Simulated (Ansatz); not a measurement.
Total energies of Cu(PH3)F (CuPH₃F) from Ansatz at r2SCAN-D4/def2-TZVPD, gas phase (1 Eh = 27.2114 eV = 2625.5 kJ/mol). The reference geometry is relaxed at r2SCAN-D4/def2-TZVP.

```xyz
6

Cu   -0.990    1.058    0.005
P     0.440   -0.470   -0.002
H     0.178   -1.666    0.700
H     1.728   -0.216    0.517
H     0.833   -1.045   -1.230
F    -2.188    2.339    0.011
```

| state | geometry | energy (Eh) |
| --- | --- | --- |
| charge 0 singlet | reference | -2083.55178 |
| charge -1 doublet | reference | -2083.53384 |
| free Cu atom (doublet) | – | -1640.46810 |
| free P atom (quartet) | – | -341.23802 |
| free H atom (doublet) | – | -0.49993 |
| free F atom (doublet) | – | -99.72844 |

**Question.** Work out the vertical electron affinity, to the doublet.

**Answer.** E(charge 0 singlet) − E(charge -1 doublet) = -2083.55178 − (-2083.53384) = -0.01794 Eh = -0.49 eV; negative, so the extra electron isn't bound.

**Question.** What is the binding energy per atom against free atoms?

**Answer.** Atoms: 1 × (-1640.46810) + 1 × (-341.23802) + 3 × (-0.49993) + 1 × (-99.72844) = -2082.93435 Eh. Binding: -2082.93435 − (-2083.55178) = 0.61743 Eh = 16.80 eV, or 2.80 eV for each of 6 atoms (no zero-point energy, no counterpoise term).

At r2SCAN-D4/def2-TZVPD the highest occupied level of the charge -1 doublet lies above zero (up to 2.12 eV). By energy differences it is unbound by 0.49 eV (vertical, to the charge 0 singlet, at r2SCAN-D4/def2-TZVPD) and held by the finite basis.
